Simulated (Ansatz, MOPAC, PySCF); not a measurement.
Torsion H4–O1–B2–F3 in BFH2O (SMILES OBF); at each angle all else is relaxed with GFN2-xTB, and the levels are single points there.
Geometry at 0° (charge 0, multiplicity 1):
```csv
atom,x (Å),y (Å),z (Å)
O,0.9397,-0.0055,-0.3759
B,-0.3246,0.3477,-0.2373
F,-0.9125,0.2471,0.9570
H,1.3852,-0.3259,0.4116
H,-0.9447,0.7484,-1.1410
```

On the grid 0° to 330°, 90° is the highest and 0° the lowest point at CCSD(T)/CBS(cc-pVTZ, cc-pVQZ).

Rows in 6-31G* carry no dispersion term and start afresh at each structure (6-31G* with six Cartesian d functions). The state reached by PM3, PM6 isn't checked.

Programs: Ansatz (Gaussian basis) for Hartree–Fock, density functionals and correlated methods; MOPAC for PM3, PM6 (differences of heats of formation); PySCF for 6-31G* rows. Values without a source in brackets are computed.

Problem. One of these levels gives 515.7 meV for the energy at 90° less that at 0°. Which?
(A) PM3
(B) HF/6-31G*
(C) PM6
(D) HF/cc-pVTZ

Solution. D, HF/cc-pVTZ. The others give 674.2 (PM3), 313.7 (PM6), 571.1 (HF/6-31G*)

Ansatz is an electronic-structure program.
